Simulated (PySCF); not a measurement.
Heteronuclear NMR

Geometry:
| atom | x (Å) | y (Å) | z (Å) |
| --- | --- | --- | --- |
| C1 | 3.165 | -0.774 | 0.005 |
| C2 | 1.840 | -0.795 | 0.076 |
| C3 | 1.007 | 0.369 | -0.131 |
| N4 | 1.456 | 1.570 | -0.409 |
| O5 | 0.399 | 2.395 | -0.533 |
| C6 | -0.735 | 1.706 | -0.328 |
| C7 | -0.427 | 0.402 | -0.066 |
| O8 | -1.217 | -0.641 | 0.196 |
| Si9 | -2.841 | -0.767 | 0.307 |
| H10 | 3.686 | 0.141 | -0.216 |
| H11 | 3.754 | -1.660 | 0.164 |
| H12 | 1.293 | -1.702 | 0.296 |
| H13 | -1.663 | 2.235 | -0.394 |
| H14 | -2.914 | -2.185 | 0.612 |
| H15 | -3.466 | -0.390 | -0.961 |
| H16 | -3.345 | 0.104 | 1.370 |

Computed data (PySCF 2.14): shieldings: GIAO PBE0/pcSseg-1, coordinates at the GFN2-xTB level. No relativistic terms, in vacuum, a single conformation, fast rotation and ring inversion assumed for equivalent nuclei.

Q: Where does ²⁹Si resonate?

A: 
| atoms | environment | σ (ppm) | δ (ppm) |
| --- | --- | --- | --- |
| Si9 | silicon bonded to O, 3 H | 383.3 | -35.1 |

Shieldings were converted by a linear fit to measured shifts: ²⁹Si (scatter 8.9 ppm rms, 25.8 ppm with the 6 outliers that the fit left out vs TMS, solution or neat liquid). A few per cent of atoms miss by over 2 rms, more outside the fitted compound classes.

On a 400 MHz spectrometer ²⁹Si resonates near 79.5 MHz, so 1 ppm is 79.5 Hz.

Q: Where does ¹⁵N resonate?

A: 
```tsv
atoms	environment	σ (ppm)	δ (ppm)
N4	pyridine-type nitrogen of an azole	-144.7	-14.7
```

Shieldings were converted by a linear fit to measured shifts: ¹⁵N: δ = -148.07 − 0.921σ (rms 6.3 ppm, 71 shifts vs CH3NO2, solution or neat liquid). Occasional misses reach two or three times the rms, and more in compound classes unlike the fitted ones.

On a 500 MHz spectrometer ¹⁵N resonates near 50.7 MHz, so 1 ppm is 50.7 Hz.

Q: Where does ¹⁷O resonate?

A: 
```csv
atoms,environment,σ (ppm),δ (ppm)
O5,aromatic ring oxygen,-26.3,290.6
O8,"oxygen bonded to C, Si",290.1,2.5
```

Shieldings were converted by a linear fit to measured shifts: ¹⁷O: δ = 266.70 − 0.911σ (rms 10.7 ppm, 155 shifts, 12.2 ppm with the 3 outliers that the fit left out vs liquid water, solution or neat liquid). A few per cent of atoms miss by over 2 rms, more outside the fitted compound classes.

On a 300 MHz spectrometer ¹⁷O resonates near 40.7 MHz, so 1 ppm is 40.7 Hz.
